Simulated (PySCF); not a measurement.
boron oxyfluoride anion (BFO), SMILES B(F)=O (connectivity only; charge and spin as stated), charge -1, multiplicity 2. Geometry optimised at PBE-D3(BJ)/def2-TZVPD. The multiplicity is an assumed one; other spin states were not compared.

Computed with PySCF with PBE-D3(BJ)/def2-TZVPD.

Harmonic wavenumbers (cm⁻¹): 446, 814, 1622. Rotational constants (GHz): 243.8, 9.586, 9.223; symmetry number 1.

Work out the zero-point energy and the ideal-gas rigid-rotor harmonic-oscillator thermochemistry at 298.15 K and 1 atm.

ZPE = ½ Σ hcν = ½ × 2882 cm⁻¹ = 4.12 kcal/mol. H − E(el) = 6.71 kcal/mol. Entropy in cal/(mol K): translation 37.39, rotation 20.24, vibration 1.01, spin 1.38, total 60.02. G − E(el) = -11.19 kcal/mol. Cp = 10.00 cal/(mol K).
